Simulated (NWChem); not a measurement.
# Correlation energy of FGe

```
Ge
F 1 1.7654
```
Charge 0, spin multiplicity 2.

The numbers come from NWChem runs, not from measurements. All single points use one geometry, from UB3LYP/def2-SVP, a minimum by its harmonic frequencies.

Basis set: 6-311G**. Each correlation energy counts from its own Hartree-Fock reference.

| method | correlation energy (mHa) |
|---|---|
| UMP2 | -414.5 |
| SCS-UMP2 | -390.0 |
| CCSD on UHF | -414.3 |
| CCSD[T] on UHF | -427.8 |
| CCSD(T) on UHF | -425.9 |
| CCSD on ROHF | -418.1 |
| CCSD[T] on ROHF | -431.9 |
| CCSD(T) on ROHF | -430.0 |

The values span 41.9 mHa, from CCSD[T] on ROHF (lowest) to SCS-UMP2 (highest). 

The Hamiltonian is non-relativistic. The correlated methods keep 10 core orbitals frozen. The Pople sets run with spherical d functions. This spin state was chosen for the runs; another may lie lower. The structure started from a generated list of species. The unpaired electrons of the parent sit in orbitals of symmetry b1 (C2v labels of the run); other states weren't searched. The stability of the SCF solutions was not checked. Open-shell Hartree-Fock references start from PBE0 orbitals. Coupled-cluster values serve here as a point of comparison, not as the truth.
